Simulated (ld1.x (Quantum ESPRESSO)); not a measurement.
# Configuration tests for Cu (Z = 29) (TM)

copper (Cu), norm-conserving Troullier–Martins (Kleinman–Bylander form), made with ld1.x (Quantum ESPRESSO) 7.5 (PBEsol, fully relativistic). Core [Ne] 3s2, reference 3p6 3d8 4s0 4p0 (charge +3). Waves: 3p (bound): rc 1.10 bohr; 3d (bound): rc 1.10 bohr; 4s (bound, empty): rc 1.90 bohr. Local part: the s channel. Core correction: Bessel-smoothed model core, default radius (core density twice the valence density).

Open shells are filled in proportion to 2j + 1 (rel_dist='average').

Energies are relative to the spin-unpolarised reference configuration 3p6 3d8 4s0 4p0; without spin polarisation the order of configurations can differ from experiment.

Give the all-electron excitation energy and the error of the potential for: 3p6 3d10 4s1 4p0; 3p6 3d10 4s0 4p0; 3p6 3d9 4s0 4p0; 3p6 3d10 4s0.5 4p0; 3p6 3d9 4s1 4p0; 3p5 3d10 4s1 4p0; 3p6 3d9 4s2 4p0.

```
valence configuration  charge  ΔE all-electron (eV)  error AE − PS (meV)
     3p6 3d10 4s1 4p0       0               -68.410                 -876
     3p6 3d10 4s0 4p0      +1               -60.306                -1123
      3p6 3d9 4s0 4p0      +2               -38.992                 -369
   3p6 3d10 4s0.5 4p0    +0.5               -65.255                 -989
      3p6 3d9 4s1 4p0      +1               -56.802                 -269
     3p5 3d10 4s1 4p0      +1                11.016                  -98
      3p6 3d9 4s2 4p0       0               -66.423                 -198
```
